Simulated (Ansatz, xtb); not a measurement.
**Relative energy of two isomers of C7H4O2**

We compare X, `C#Cc1ccc(=O)oc1`, a singlet, with Y, `C#Cc1coccc1=O`, a singlet. Both are isolated molecules in the gas phase, relaxed with B3LYP/def2-SVP.

X (Å):

```xyz
13

C    -0.0389    3.1822   -2.1825
C    -0.0469    2.0944   -1.6439
C    -0.0743    0.8215   -0.9970
C    -1.0367    0.5068    0.0366
C    -1.0406   -0.7126    0.6358
C    -0.0878   -1.7494    0.2711
C     0.8142   -0.1664   -1.3268
O     0.0151   -2.8564    0.7178
O     0.8206   -1.3645   -0.7475
H    -0.0280    4.1432   -2.6619
H    -1.7620    1.2707    0.3266
H    -1.7545   -0.9761    1.4172
H     1.5891   -0.0564   -2.0890
```

Y (Å):

```xyz
13

C    -1.3016    2.3032   -2.9380
C    -0.9436    1.5292   -2.0749
C    -0.5097    0.6271   -1.0597
C    -1.3168   -0.3887   -0.6430
C     0.2382   -1.1728    0.8998
C     1.1311   -0.2148    0.5807
C     0.8437    0.7977   -0.4468
O    -0.9751   -1.2771    0.3089
O     1.6211    1.6797   -0.7650
H    -1.6123    2.9917   -3.7012
H    -2.3149   -0.5783   -1.0404
H     0.3870   -1.9514    1.6496
H     2.0969   -0.1730    1.0867
```

Energies in hartree; the thermal terms are from GFN2-xTB frequencies at re-optimised GFN2-xTB minima (ideal gas, soft modes damped towards free rotors, one conformer each, 298.15 K, 1 atm) and include the zero-point energy:

```
                              X           Y
E, CCSD(T)/def2-SVP  −418.060169  −418.044997
    E, MP2/def2-SVP  −417.969982  −417.953834
  E, MP2/def2-TZVPP  −418.730232  −418.714037
  zero-point energy     0.085997     0.086073
       H(298 K) − E     0.094616     0.094723
       G(298 K) − E     0.053787     0.053721
```

**Question.** Correct the CCSD(T) difference for the basis set by the MP2 change, then work out ΔE, ΔE₀, ΔH and ΔG for X → Y in kJ/mol (1 Eh = 2625.50 kJ/mol) and the equilibrium ratio [Y]/[X].

**Answer.** 1. Differences Y − X: CCSD(T) +0.015172, MP2 in the small set +0.016148, MP2 in the large set +0.016195 Eh.
2. ΔE = +0.015172 + (+0.016195 − (+0.016148)) = +0.015219 Eh = +39.96 kJ/mol.
3. ΔE₀ = ΔE + ΔZPE = +0.015219 + (+0.000076) Eh = +40.16 kJ/mol.
4. ΔH = ΔE + (+0.000107) Eh = +40.24 kJ/mol.
5. ΔG = ΔE + (−0.000066) Eh = +39.78 kJ/mol, so ΔS = (ΔH − ΔG)/T = +1.5 J/(mol K).
6. kT = 0.9442 mEh, so K = [Y]/[X] = exp(−ΔG/kT) = exp(−16.05) ≈ 1.1 × 10^−7.

Structure X is favoured at this temperature. An error of 4 kJ/mol in ΔG would change K by a factor of 5. Mirror images and further conformers aren't counted.

As drawn, both hold the same kinds of bond in the same numbers.

Other levels gave ΔE = +34.6 (GFN2-xTB); +30.8 (HF/STO-3G, GFN2-xTB geometries); +43.5 (r2SCAN-D4/def2-SVP, GFN2-xTB geometries); +42.7 (B3LYP/def2-SVP); +39.0 (HF/def2-SVP); +42.4 (MP2/def2-SVP); +39.8 (CCSD(T)/def2-SVP) kJ/mol. The correlated steps freeze 9 core orbitals. Programs: Ansatz 0.2.0, xtb 6.7.1.
